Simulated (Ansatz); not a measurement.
Job for Ansatz (a first-principles code): R-CCSD(T)/def2-TZVPP on FGeHS (SMILES [F][Ge][SH]), a point of a torsion scan. The run froze 20 orbitals, filled d shells among them.

Ansatz 0.2 input:
```yaml
crystal:
  periodic: [false, false, false]
  atoms:
    - {symbol: F, position_ang: [1.68900905, -0.62983573, 0.19681858]}
    - {symbol: Ge, position_ang: [0.93171153, 0.94747202, -0.27450699]}
    - {symbol: S, position_ang: [-1.18468877, 0.42891669, 0.31531186]}
    - {symbol: H, position_ang: [-1.49138629, 1.69369024, 0.59732344]}
basis:
  gaussian:
    orbitals: def2-TZVPP
magnetization: {spin_polarized: false}
correlation: {method: ccsd_t, electrons: outside_noble_gas}
scf: {lower_state_search: off}
```

Task: What total energy does the run end on?

Result: -2573.6058 hartree (reference determinant -2573.0354, T1 diagnostic 0.017).

Task: How many basis functions does it have, and what does it roughly cost on one machine?

Result: 135 functions; very roughly 7 core-seconds.
